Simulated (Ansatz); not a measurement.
H4P (SMILES [PH4+]) moved off its minimum; all values from Ansatz (a program for electronic structure), cores frozen in correlated methods.
(charge 1, multiplicity 1)
```xyz
5

P     -0.0338    -0.0874     0.0769
H     -0.8634    -0.9283    -0.7873
H      0.4213    -0.6684     1.2495
H     -0.6166     1.1028     0.2819
H      1.1820     0.3045    -0.6630
```

Question: Give the forces (eV/Å), the total energy and the dipole at CCSD(T)/aug-cc-pV(T+d)Z.

Answer: 
```csv
atom,Fx,Fy,Fz
P1,1.694,-0.858,-2.383
H2,0.758,0.654,1.009
H3,-0.267,-0.241,0.232
H4,-0.935,1.098,0.496
H5,-1.250,-0.653,0.646
```
Energy -342.9982 hartree.
